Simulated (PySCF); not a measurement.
Compound: Si(eta1-allyl)4, C12H20Si.
Geometry (PBE0-D3(BJ)/def2-SVP, Å), atoms numbered from 1 in this order:
```
atom  x, y, z in Å
Si1   -0.1726    0.1773   -0.1761
C2    -0.1209    0.2062    1.7218
C3     0.4722   -1.0093    2.3483
C4     1.6212   -1.0612    3.0286
H5    -1.1703    0.3320    2.0472
H6     0.4231    1.1137    2.0337
H7    -0.0894   -1.9434    2.2131
H8     2.2257   -0.1640    3.1989
H9     1.9974   -2.0014    3.4393
C10    1.5705    0.2162   -0.9228
C11    2.3517   -1.0312   -0.6850
C12    2.5755   -1.9922   -1.5866
H13    2.0804    1.0979   -0.4969
H14    1.4516    0.4063   -2.0038
H15    2.7305   -1.1722    0.3342
H16    2.2122   -1.9080   -2.6165
H17    3.1347   -2.8950   -1.3284
C18   -1.1152    1.7130   -0.7699
C19   -0.5312    2.9762   -0.2358
C20    0.2771    3.8077   -0.9007
H21   -2.1655    1.5903   -0.4533
H22   -1.1026    1.7036   -1.8733
H23   -0.7675    3.2101    0.8106
H24    0.5471    3.6293   -1.9470
H25    0.6911    4.7003   -0.4254
C26   -1.0823   -1.3728   -0.7829
C27   -2.4040   -1.5423   -0.1164
C28   -3.5927   -1.2051   -0.6268
H29   -0.4196   -2.2348   -0.5970
H30   -1.1929   -1.2801   -1.8769
H31   -2.3780   -1.9474    0.9040
H32   -3.6868   -0.7985   -1.6394
H33   -4.5148   -1.3332   -0.0545
```

The closed-shell ground state was solved at several levels (PySCF, density fitting, gas phase, non-relativistic).

```csv
level,basis functions,total energy (Eh),HOMO (eV),LUMO (eV),gap (eV),dipole (D)
KT2/pcSseg-1,328,-769.5747,-5.72,-0.98,4.74,0.33
wB97X-D/def2-SVPD,424,-758.1803,-8.58,1.72,10.30,0.37
```

Question: Estimate the row for PBE0/pcSseg-1, a basis of 328 functions; the other rows only guide the guess.

Answer: Total energy -757.9760 Eh, HOMO -6.77 eV, LUMO 0.03 eV, gap 6.80 eV, dipole 0.34 D.

Question: Over all these levels, which gives the widest orbital gap and which the narrowest?

Answer: wB97X-D/def2-SVPD (range-separated hybrid) has the widest, 10.30 eV, and KT2/pcSseg-1 (GGA) the narrowest, 4.74 eV. Functional and basis both differ between the two, so the spread mixes both effects.

Question: How far do the dipole and the HOMO energy spread over the levels?

Answer: The dipole runs from 0.33 to 0.37 D (mean 0.35 D) and the HOMO from -8.58 to -5.72 eV.

One conformer stands for the species.

wB97X-D is run here without its empirical dispersion term; that term would change no orbital, density or response property at a fixed geometry.
